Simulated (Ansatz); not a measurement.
Nudged elastic band run: AlH₄NaOSi

Input file:

```yaml
crystal:
  periodic: [false, false, false]
  atoms:
    - { symbol: Na, position_ang: [0.246951, 2.588698, -2.3576] }
    - { symbol: O, position_ang: [-0.081499, 0.953453, -1.282999] }
    - { symbol: Si, position_ang: [-0.512662, -0.483587, -0.639027] }
    - { symbol: Al, position_ang: [0.512251, -0.360386, 1.595135] }
    - { symbol: H, position_ang: [-0.027461, -1.679435, -1.431129] }
    - { symbol: H, position_ang: [-2.009899, -0.701515, -0.575322] }
    - { symbol: H, position_ang: [-0.178325, 0.414025, 2.82122] }
    - { symbol: H, position_ang: [2.050644, -0.731244, 1.869722] }
basis:
  gaussian: { orbitals: def2-SVP }
hamiltonian:
  xc: b3lyp
neb:
  order_check: false
  images: 9
  f_tol: 0.03
  max_iterations: 60
  final_atoms:
    - { symbol: Na, position_ang: [0.7761646, 2.35441103, -2.56111051] }
    - { symbol: O, position_ang: [-0.05985434, 0.84073752, -1.5985437] }
    - { symbol: Si, position_ang: [-0.5942659, -0.34293565, -0.62517942] }
    - { symbol: Al, position_ang: [0.51192677, -0.29982187, 1.59516307] }
    - { symbol: H, position_ang: [-0.39819682, -1.73872733, -1.18651961] }
    - { symbol: H, position_ang: [-2.08928182, -0.30392924, -0.36953003] }
    - { symbol: H, position_ang: [0.2361756, -1.32622855, 2.79821182] }
    - { symbol: H, position_ang: [1.6173319, 0.81650309, 1.94750838] }
  initial_path:
    images:
      - { positions_ang: [[0.246951, 2.588698, -2.3576], [-0.081499, 0.953453, -1.282999], [-0.512662, -0.483587, -0.639027], [0.512251, -0.360386, 1.595135], [-0.027461, -1.679435, -1.431129], [-2.009899, -0.701515, -0.575322], [-0.178325, 0.414025, 2.82122], [2.050644, -0.731244, 1.869722]] }
      - { positions_ang: [[0.29274495, 2.52228221, -2.41202858], [-0.05876968, 0.94226082, -1.3042294], [-0.51824336, -0.4551791, -0.6319694], [0.51690088, -0.3568991, 1.59081422], [-0.08358379, -1.67094451, -1.41029395], [-2.01520102, -0.62164981, -0.55639037], [-0.16579783, 0.17421124, 2.84553984], [2.03194985, -0.53407276, 1.87855764]] }
      - { positions_ang: [[0.33853889, 2.45586642, -2.46645715], [-0.03604036, 0.93106864, -1.3254598], [-0.52382471, -0.4267712, -0.6249118], [0.52155075, -0.3534122, 1.58649345], [-0.13970658, -1.66245401, -1.38945891], [-2.02050304, -0.54178463, -0.53745874], [-0.15327066, -0.06560251, 2.86985967], [2.01325571, -0.33690151, 1.88739328]] }
      - { positions_ang: [[0.38433284, 2.38945064, -2.52088573], [-0.01331105, 0.91987647, -1.3466902], [-0.52940607, -0.3983633, -0.61785421], [0.52620063, -0.3499253, 1.58217267], [-0.19582937, -1.65396352, -1.36862386], [-2.02580506, -0.46191944, -0.5185271], [-0.14074349, -0.30541627, 2.89417951], [1.99456156, -0.13973027, 1.89622893]] }
      - { positions_ang: [[0.43012679, 2.32303485, -2.5753143], [0.00941827, 0.90868429, -1.3679206], [-0.53498742, -0.36995541, -0.61079661], [0.53085051, -0.3464384, 1.57785189], [-0.25195216, -1.64547302, -1.34778882], [-2.03110708, -0.38205426, -0.49959547], [-0.12821632, -0.54523002, 2.91849934], [1.97586742, 0.05744097, 1.90506457]] }
      - { positions_ang: [[0.47592073, 2.25661906, -2.62974288], [0.03214759, 0.89749211, -1.38915101], [-0.54056878, -0.34154751, -0.60373901], [0.53550038, -0.3429515, 1.57353111], [-0.30807496, -1.63698253, -1.32695377], [-2.03640909, -0.30218907, -0.48066384], [-0.11568915, -0.78504378, 2.94281918], [1.95717327, 0.25461222, 1.91390021]] }
      - { positions_ang: [[0.53596951, 2.27617745, -2.6160164], [0.0137472, 0.88614119, -1.43102954], [-0.5513082, -0.34182514, -0.60802709], [0.53078566, -0.33432557, 1.57785751], [-0.32609933, -1.65733149, -1.29886694], [-2.04698364, -0.3025371, -0.45843708], [-0.0453162, -0.89328073, 2.91389771], [1.889205, 0.36699039, 1.92062184]] }
      - { positions_ang: [[0.59601828, 2.29573585, -2.60228993], [-0.00465318, 0.87479028, -1.47290808], [-0.56204762, -0.34210276, -0.61231518], [0.52607094, -0.32569965, 1.5821839], [-0.3441237, -1.67768045, -1.27078011], [-2.05755818, -0.30288514, -0.43621032], [0.02505675, -1.00151769, 2.88497624], [1.82123672, 0.47936856, 1.92734348]] }
      - { positions_ang: [[0.65606705, 2.31529424, -2.58856346], [-0.02305357, 0.86343936, -1.51478662], [-0.57278705, -0.34238039, -0.61660326], [0.52135622, -0.31707372, 1.58651029], [-0.36214807, -1.69802941, -1.24269328], [-2.06813273, -0.30323317, -0.41398355], [0.0954297, -1.10975464, 2.85605477], [1.75326845, 0.59174674, 1.93406511]] }
      - { positions_ang: [[0.71611583, 2.33485263, -2.57483699], [-0.04145395, 0.85208844, -1.55666516], [-0.58352647, -0.34265802, -0.62089134], [0.51664149, -0.3084478, 1.59083668], [-0.38017245, -1.71837837, -1.21460644], [-2.07870727, -0.3035812, -0.39175679], [0.16580265, -1.21799159, 2.8271333], [1.68530017, 0.70412491, 1.94078675]] }
      - { positions_ang: [[0.7761646, 2.35441103, -2.56111051], [-0.05985434, 0.84073752, -1.5985437], [-0.5942659, -0.34293565, -0.62517942], [0.51192677, -0.29982187, 1.59516307], [-0.39819682, -1.73872733, -1.18651961], [-2.08928182, -0.30392924, -0.36953003], [0.2361756, -1.32622855, 2.79821182], [1.6173319, 0.81650309, 1.94750838]] }
```

Run as:

```bash
$ ansatz run input.yaml --threads 1 --pin off --max-ram 2048MiB --backend cpu --events-out ev --progress --plain --runs-dir out
```

Output, in part (warnings, iteration lines, the closing report on the highest movable image, with atoms numbered from 0):

```
NEB end point (image 0): max|allowed force component| = 5.962e-3 eV/Å (the criterion of neb.relax_end_points is 1.000e-2)
NEB end point (image 10): max|allowed force component| = 9.147e-3 eV/Å (the criterion of neb.relax_end_points is 1.000e-2)
NEB iter   1: max|band force component| = 1.860e0 eV/Å  barrier→ = 0.3074 eV  barrier← = 0.3301 eV  Δτ_max = 0.1949 Å  (295 SCF iters)
NEB iter   2: max|band force component| = 7.941e-1 eV/Å  barrier→ = 0.0444 eV  barrier← = 0.0672 eV  Δτ_max = 0.1018 Å  (251 SCF iters)
NEB iter   3: max|band force component| = 2.736e-1 eV/Å  barrier→ = 0.0037 eV  barrier← = 0.0265 eV  CI = image 3  Δτ_max = 0.0265 Å  (249 SCF iters)
NEB iter   4: max|band force component| = 5.615e-2 eV/Å  barrier→ = 0.0005 eV  barrier← = 0.0232 eV  CI = image 2  Δτ_max = 0.0182 Å  (245 SCF iters)
NEB iter   5: max|band force component| = 3.078e-2 eV/Å  barrier→ = 0.0003 eV  barrier← = 0.0230 eV  CI = image 2  Δτ_max = 0.0108 Å  (204 SCF iters)
NEB iter   6: max|band force component| = 4.771e-2 eV/Å  barrier→ = 0.0002 eV  barrier← = 0.0229 eV  CI = image 1  Δτ_max = 0.0054 Å  (194 SCF iters)
NEB iter   7: max|band force component| = 2.445e-2 eV/Å  barrier→ = 0.0001 eV  barrier← = 0.0229 eV  CI = image 1  Δτ_max = 0.0000 Å  (452 SCF iters)
Total energy: -20997.62194420 eV, -771.6483737500 hartree
Atom 0 at     0.302672     2.549635    -2.434776 Å, force     0.001326    -0.004008     0.002137 eV/Å
Atom 1 at    -0.074920     0.961199    -1.308167 Å, force    -0.004455    -0.003721     0.003161 eV/Å
Atom 2 at    -0.517349    -0.457104    -0.632670 Å, force     0.002635     0.010123    -0.005178 eV/Å
Atom 3 at     0.509988    -0.360288     1.606452 Å, force    -0.002348     0.000180     0.002037 eV/Å
Atom 4 at    -0.059723    -1.674997    -1.408697 Å, force     0.001640    -0.001428    -0.001631 eV/Å
Atom 5 at    -2.016875    -0.652193    -0.552995 Å, force    -0.002371    -0.001348     0.000580 eV/Å
Atom 6 at    -0.227570     0.227537     2.906285 Å, force     0.000839     0.000450    -0.001228 eV/Å
Atom 7 at     2.083776    -0.593781     1.824568 Å, force     0.002734    -0.000248     0.000121 eV/Å
Dipole moment:     0.255612     1.497618    -1.289148 e Å
```

It converged. The top lies less than 8 meV above the higher end, about what the thresholds resolve: that end is a shoulder or a very shallow well. A vibrational analysis at the climbing image gives no mode beyond 40i cm⁻¹: the surface is too flat there to confirm a saddle point.

Final band (atoms are numbered from 1 in the order of the input):

```json
{"image": "0", "path coordinate (Å)": "0.00", "energy (kJ/mol)": "0.0", "dihedral H5–Si3–Al4–H7 (°)": "-156"}
{"image": "1", "path coordinate (Å)": "0.29", "energy (kJ/mol)": "0.0", "dihedral H5–Si3–Al4–H7 (°)": "-146"}
{"image": "2", "path coordinate (Å)": "0.57", "energy (kJ/mol)": "0.0", "dihedral H5–Si3–Al4–H7 (°)": "-136"}
{"image": "3", "path coordinate (Å)": "0.86", "energy (kJ/mol)": "-0.1", "dihedral H5–Si3–Al4–H7 (°)": "-125"}
{"image": "4", "path coordinate (Å)": "1.14", "energy (kJ/mol)": "-0.3", "dihedral H5–Si3–Al4–H7 (°)": "-114"}
{"image": "5", "path coordinate (Å)": "1.43", "energy (kJ/mol)": "-0.5", "dihedral H5–Si3–Al4–H7 (°)": "-103"}
{"image": "6", "path coordinate (Å)": "1.71", "energy (kJ/mol)": "-1.0", "dihedral H5–Si3–Al4–H7 (°)": "-93"}
{"image": "7", "path coordinate (Å)": "2.00", "energy (kJ/mol)": "-1.4", "dihedral H5–Si3–Al4–H7 (°)": "-82"}
{"image": "8", "path coordinate (Å)": "2.29", "energy (kJ/mol)": "-1.8", "dihedral H5–Si3–Al4–H7 (°)": "-72"}
{"image": "9", "path coordinate (Å)": "2.57", "energy (kJ/mol)": "-2.1", "dihedral H5–Si3–Al4–H7 (°)": "-63"}
{"image": "10", "path coordinate (Å)": "2.86", "energy (kJ/mol)": "-2.2", "dihedral H5–Si3–Al4–H7 (°)": "-54"}
```

Time of the run: 90 s on 1 thread of AMD EPYC 9R45 96-Core Processor (Zen 5), on a shared host, peak memory 0.19 GiB.
